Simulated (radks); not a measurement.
Polarisability of the iodine ion I7+, [Kr] 4d10, at imaginary frequency. All-electron calculation, non-relativistic Kohn-Sham, PBE, spin-polarised, spherical densities, point nucleus; relativity is left out, which matters for an element this heavy. Program: a radial shooting solver on a logarithmic mesh with Libxc functionals. Response by self-consistent Sternheimer equations with the Hartree and adiabatic LDA kernel.

w (hartree)  alpha1(iw) (bohr^3)  alpha2(iw) (bohr^5)
0.00266                    1.026                1.212
0.0143                     1.026                1.212
0.0360                     1.026                1.212
0.0697                     1.026                1.211
0.118                      1.025                1.210
0.186                      1.023                1.207
0.280                      1.019                1.201
0.413                      1.010                1.189
0.605                     0.9927                1.164
0.892                     0.9564                1.117
1.35                      0.8821                1.028
2.12                      0.7378               0.8763
3.59                      0.5000               0.6433
6.94                      0.2289               0.3391
17.5                     0.05824              0.08467

Static values: alpha1 = 1.026 bohr^3 (0.1521 angstrom^3; uncoupled 1.504), alpha2 = 1.212 bohr^5, alpha3 = 2.371 bohr^7. C6 = 2.810, C8 = 17.29, triple-dipole C9 = 2.097 atomic units. One-pole (London) frequency 4 C6 / (3 alpha1^2) = 3.556 hartree, against 5.182 for minus the highest occupied eigenvalue.
